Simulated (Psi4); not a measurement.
C₄H₁₁BiO, singlet, at a GFN2-xTB geometry (such geometries of metal compounds can be far from the true shape) (core potentials on Bi); Psi4 with B3LYP/def2-SVP.

Here is a job for Psi4.
```
memory 2 GB

molecule mol {
0 1
  Bi    0.115330    0.148171    0.541839
  C     1.041848   -1.449915   -0.802191
  C     1.216371   -1.001746   -2.239584
  H     0.395496   -2.322236   -0.746963
  H     2.003876   -1.713351   -0.371064
  H     1.872333   -0.134932   -2.288754
  H     0.257442   -0.740840   -2.682182
  H     1.661017   -1.793042   -2.844202
  C    -1.777328    0.288064   -0.718231
  C    -2.578810   -1.002002   -0.708208
  H    -1.484959    0.543175   -1.732128
  H    -2.372659    1.107977   -0.325636
  H    -2.880368   -1.264332    0.304613
  H    -1.992107   -1.823383   -1.113409
  H    -3.481137   -0.903912   -1.312903
  O     1.022801    1.758017   -0.457072
  H     0.853819    1.676153   -1.394134
}

set basis def2-svp
set reference rks

energy('b3lyp')
print_variables()
```

### Question
Write the output that Psi4 gives for this input, abridged.

### Answer

```
   => Loading Basis Set <=

    Name: DEF2-SVP
    Role: ORBITAL
    Keyword: BASIS

    !!!  WARNING: ECP capability is in beta. Please check occupations closely.  !!!

         ---------------------------------------------------------
                                   SCF
               by Justin Turney, Rob Parrish, Andy Simmonett
                          and Daniel G. A. Smith
                              RKS Reference
         ---------------------------------------------------------

  ==> Geometry <==

    Molecular point group: c1
    Full point group: C1

    Geometry (in Angstrom), charge = 0, multiplicity = 1:

       Center              X                  Y                   Z               Mass
    ------------   -----------------  -----------------  -----------------  -----------------
         BI           0.079849587634     0.100045504735     0.409177334521   208.980399100000
         C            1.006367587634    -1.498040495265    -0.934852665479    12.000000000000
         C            1.180890587634    -1.049871495265    -2.372245665479    12.000000000000
         H            0.360015587634    -2.370361495265    -0.879624665479     1.007825032230
         H            1.968395587634    -1.761476495265    -0.503725665479     1.007825032230
         H            1.836852587634    -0.183057495265    -2.421415665479     1.007825032230
         H            0.221961587634    -0.788965495265    -2.814843665479     1.007825032230
         H            1.625536587634    -1.841167495265    -2.976863665479     1.007825032230
         C           -1.812808412366     0.239938504735    -0.850892665479    12.000000000000
         C           -2.614290412366    -1.050127495265    -0.840869665479    12.000000000000
         H           -1.520439412366     0.495049504735    -1.864789665479     1.007825032230
         H           -2.408139412366     1.059851504735    -0.458297665479     1.007825032230
         H           -2.915848412366    -1.312457495265     0.171951334521     1.007825032230
         H           -2.027587412366    -1.871508495265    -1.246070665479     1.007825032230
         H           -3.516617412366    -0.952037495265    -1.445564665479     1.007825032230
         O            0.987320587634     1.709891504735    -0.589733665479    15.994914619570
         H            0.818338587634     1.628027504735    -1.526795665479     1.007825032230

  Running in c1 symmetry.

  Rotational constants: A =      0.05950  B =      0.05521  C =      0.03966 [cm^-1]
  Rotational constants: A =   1783.77439  B =   1655.16180  C =   1189.06848 [MHz]
  Nuclear repulsion =  362.867581444239306

  Charge       = 0
  Multiplicity = 1
  Electrons    = 66
  Nalpha       = 33
  Nbeta        = 33

  ==> Algorithm <==

  SCF Algorithm Type is DF.
  DIIS enabled.
  MOM disabled.
  Fractional occupation disabled.
  Guess Type is SAD.
  Energy threshold   = 1.00e-06
  Density threshold  = 1.00e-06
  Integral threshold = 1.00e-12

  ==> Primary Basis <==

  Basis Set: DEF2-SVP
    Blend: DEF2-SVP
    Number of shells: 73
    Number of basis functions: 151
    Number of Cartesian functions: 158
    Spherical Harmonics?: true
    Max angular momentum: 2

  Core potential: DEF2-SVP
    Number of shells: 4
    Number of ECP primitives: 18
    Number of ECP core electrons: 60
    Max angular momentum: 3

  ==> DFT Potential <==

   => LibXC <=

    Version 7.1.2
    S. Lehtola, C. Steigemann, M. J. T. Oliveira, and M. A. L. Marques,  SoftwareX 7, 1–5 (2018) (10.1016/j.softx.2017.11.002)

   => Composite Functional: B3LYP <=

    B3LYP Hyb-GGA Exchange-Correlation Functional

    P. J. Stephens, F. J. Devlin, C. F. Chabalowski, and M. J. Frisch,  J. Phys. Chem. 98, 11623 (1994) (10.1021/j100096a001)

    Deriv               =              1
    GGA                 =           TRUE
    Meta                =          FALSE

    Exchange Hybrid     =           TRUE
    MP2 Hybrid          =          FALSE

   => Exchange Functionals <=
[...]
  Using in-core AOs.

  ==> MemDFJK: Density-Fitted J/K Matrices <==

    J tasked:                   Yes
    K tasked:                   Yes
    wK tasked:                   No
    Algorithm:                 Core
    Schwarz Cutoff:           1E-12
    Mask sparsity (%):       4.7805
    Fitting Condition:        1E-10

   => Auxiliary Basis Set <=

  Basis Set: (DEF2-SVP AUX)
    Blend: DEF2-UNIVERSAL-JKFIT
    Number of shells: 244
    Number of basis functions: 826
    Number of Cartesian functions: 1030
    Spherical Harmonics?: true
    Max angular momentum: 6

  Minimum eigenvalue in the overlap matrix is 3.8841393649E-03.
  Reciprocal condition number of the overlap matrix is 6.1606932813E-04.
    Using symmetric orthogonalization.

  ==> Pre-Iterations <==

  SCF Guess: Superposition of Atomic Densities via on-the-fly atomic UHF (no occupation information).

   -------------------------
    Irrep   Nso     Nmo
   -------------------------
     A        151     151
   -------------------------
    Total     151     151
   -------------------------

  ==> Iterations <==

                           Total Energy        Delta E     RMS |[F,P]|

   @DF-RKS iter SAD:  -446.34752742356358   -4.46348e+02   0.00000e+00
   @DF-RKS iter   1:  -447.93704708362498   -1.58952e+00   8.46897e-03 DIIS/ADIIS
   @DF-RKS iter   2:  -446.62249969872994    1.31455e+00   1.30555e-02 DIIS/ADIIS
   @DF-RKS iter   3:  -448.73914418647513   -2.11664e+00   2.04073e-03 DIIS/ADIIS
   @DF-RKS iter   4:  -448.76942570140625   -3.02815e-02   1.29788e-03 DIIS/ADIIS
   @DF-RKS iter   5:  -448.78467196954057   -1.52463e-02   3.99659e-04 DIIS/ADIIS
   @DF-RKS iter   6:  -448.78667259262488   -2.00062e-03   7.92140e-05 DIIS
   @DF-RKS iter   7:  -448.78674142915202   -6.88365e-05   1.70368e-05 DIIS
   @DF-RKS iter   8:  -448.78674458450092   -3.15535e-06   4.18599e-06 DIIS
   @DF-RKS iter   9:  -448.78674479185509   -2.07354e-07   9.32095e-07 DIIS
  Energy and wave function converged.

  ==> Post-Iterations <==

   Electrons on quadrature grid:
      Ntotal   =   66.0000500159 ; deviation = 5.002e-05

    Orbital Energies [Eh]
    ---------------------

    Doubly Occupied:

[...]
    Virtual:

[...]
     151A     54.199852

    Final Occupation by Irrep:
              A
    DOCC [    33 ]
    NA   [    33 ]
    NB   [    33 ]

  @DF-RKS Final Energy:  -448.78674479185509

   => Energetics <=

    Nuclear Repulsion Energy =            362.8675814442393062
    One-Electron Energy =               -1411.3354023920337568
    Two-Electron Energy =                 641.5877557080259521
    DFT Exchange-Correlation Energy =     -41.9066795520865227
    Empirical Dispersion Energy =           0.0000000000000000
    VV10 Nonlocal Energy =                  0.0000000000000000
    Total Energy =                       -448.7867447918550852

Computation Completed

Properties will be evaluated at   0.000000,   0.000000,   0.000000 [a0]

Properties computed using the SCF density matrix

 Multipole Moments:

 ------------------------------------------------------------------------------------
     Multipole            Electronic (a.u.)      Nuclear  (a.u.)        Total (a.u.)
 ------------------------------------------------------------------------------------

 L = 1.  Multiply by 2.5417464519 to convert [e a0] to [Debye]
 Dipole X            :         16.9878311          -17.5016422           -0.5138111
 Dipole Y            :         22.0043347          -22.8024383           -0.7981036
 Dipole Z            :         77.9340222          -77.9814287           -0.0474065
 Magnitude           :                                                    0.9503781

 ------------------------------------------------------------------------------------

  Variable Map:
  ----------------------------------------------------------------------------
[...]
  Array Variable Map:
  ----------------------------------------------------------------------------
[...]
[...]
```
